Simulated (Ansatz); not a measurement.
Total energies of GaCl2F from Ansatz at r2SCAN-D4/def2-TZVP, gas phase (1 Eh = 27.2114 eV = 2625.5 kJ/mol). The reference geometry is relaxed at r2SCAN-D4/def2-SVP.

| state | geometry | energy (Eh) |
| --- | --- | --- |
| charge 0 singlet | reference | -2945.21731 |
| charge 1 doublet | reference | -2944.78621 |
| free Ga atom (doublet) | – | -1924.78964 |
| free Cl atom (doublet) | – | -460.11688 |
| free F atom (doublet) | – | -99.72763 |

Task: Work out the vertical ionisation energy to the doublet.

Result: E(charge 1 doublet) − E(charge 0 singlet) = -2944.78621 − (-2945.21731) = 0.43110 Eh = 11.73 eV. For comparison, −ε of the highest occupied level is 8.65 eV at this level, 3.08 eV less.

Task: What is the binding energy per atom against free atoms?

Result: Atoms: 1 × (-1924.78964) + 2 × (-460.11688) + 1 × (-99.72763) = -2944.75103 Eh. Binding: -2944.75103 − (-2945.21731) = 0.46628 Eh = 12.69 eV, or 3.17 eV for each of 4 atoms (no zero-point energy, no counterpoise term).
